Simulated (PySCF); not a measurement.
Sb(F)2(OMe) (CH₃F₂OSb), SMILES [Sb]([O]C)([F])[F].

Coordinates come from a B3LYP-D3(BJ)/def2-SVP optimisation. The def2 effective core potentials stand for the cores of Sb; spin–orbit coupling is left out. Other conformers were not sampled.

Method: PySCF with IEF-PCM-M06-2X/def2-SVP.

The values are the electrostatic part of the solvation free energy, E(continuum) − E(gas) at the gas-phase geometry, in a cavity of scaled van der Waals radii (PySCF's table); cavitation and dispersion terms are not included. A continuum can't describe solvent molecules that bind to the metal. In vacuum the orbital gap is 9.64 eV. The dipole moment in vacuum is 2.31 D.

Computed values in water (ε = 78.36), diethylether (ε = 4.24), 2-propanol (ε = 19.26):
```json
[
 {"solvent": "water", "ε": "78.36", "ΔG(elec) (kcal/mol)": "-8.0", "dipole (D)": "2.88", "gap (eV)": "9.94"},
 {"solvent": "diethylether", "ε": "4.24", "ΔG(elec) (kcal/mol)": "-5.5", "dipole (D)": "2.69", "gap (eV)": "9.83"},
 {"solvent": "2-propanol", "ε": "19.26", "ΔG(elec) (kcal/mol)": "-7.5", "dipole (D)": "2.84", "gap (eV)": "9.91"}
]
```
